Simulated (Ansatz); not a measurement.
Species: C2H10O4Si2, net charge 0, singlet state. SMILES: C[SiH](C)O[Si](O)(O)O
Geometry from a B3LYP-D3(BJ)/def2-TZVP (Ansatz, a quantum-chemistry and plane-wave program) optimisation:
```
O
Si 1 1.6170
O 2 1.6350 1 114.49
H 3 0.9603 2 117.04 1 85.67
O 2 1.6381 1 105.75 3 -117.65
H 5 0.9603 2 117.22 1 167.67
O 2 1.6384 1 109.17 5 -123.53
H 7 0.9602 2 117.32 1 36.35
Si 1 1.6574 2 138.90 3 85.20
H 9 1.4834 1 105.92 2 -160.28
C 9 1.8653 10 110.10 1 117.84
H 11 1.0919 9 111.19 10 -57.18
H 11 1.0922 12 108.17 9 121.07
H 11 1.0927 12 107.90 13 116.92
C 9 1.8655 10 110.25 1 -118.70
H 15 1.0916 9 111.13 10 59.78
H 15 1.0922 16 108.01 9 -121.24
H 15 1.0927 16 108.07 17 -116.79
```

Quantity: vertical ionisation energy (to the doublet state of charge +1; each state is the SCF solution reached for its spin; for the doublet the Hartree-Fock reference is unstable and T1 is 0.030), in eV. Cores are frozen in the correlated levels unless marked. Open shells are spin-unrestricted. No spin-orbit coupling. Non-relativistic. 

```json
[
 {"level": "HF/aug-cc-pV(T+d)Z", "program": "Ansatz", "vertical ionisation energy (eV)": "10.05"},
 {"level": "SVWN5/def2-TZVPD", "program": "Ansatz", "vertical ionisation energy (eV)": "9.64"},
 {"level": "PBE/def2-TZVPD", "program": "Ansatz", "vertical ionisation energy (eV)": "9.46"},
 {"level": "r2SCAN/def2-TZVPD", "program": "Ansatz", "vertical ionisation energy (eV)": "9.71"},
 {"level": "B3LYP/def2-TZVPD", "program": "Ansatz", "vertical ionisation energy (eV)": "10.05"},
 {"level": "PBE0/def2-TZVPD", "program": "Ansatz", "vertical ionisation energy (eV)": "10.10"},
 {"level": "BHLYP/def2-TZVPD", "program": "Ansatz", "vertical ionisation energy (eV)": "10.47"},
 {"level": "CAM-B3LYP/def2-TZVPD", "program": "Ansatz", "vertical ionisation energy (eV)": "10.43"},
 {"level": "wB97M-V/def2-TZVPD", "program": "Ansatz", "vertical ionisation energy (eV)": "10.47"},
 {"level": "wB97X-V/def2-TZVPD", "program": "Ansatz", "vertical ionisation energy (eV)": "10.51"},
 {"level": "B2PLYP/def2-TZVPD", "program": "Ansatz", "vertical ionisation energy (eV)": "10.30"},
 {"level": "RI-MP2/aug-cc-pV(T+d)Z", "program": "Ansatz", "vertical ionisation energy (eV)": "10.90"},
 {"level": "CCSD/aug-cc-pV(D+d)Z", "program": "Ansatz", "vertical ionisation energy (eV)": "10.57"},
 {"level": "CCSD(T)/aug-cc-pV(D+d)Z", "program": "Ansatz", "vertical ionisation energy (eV)": "10.50"}
]
```
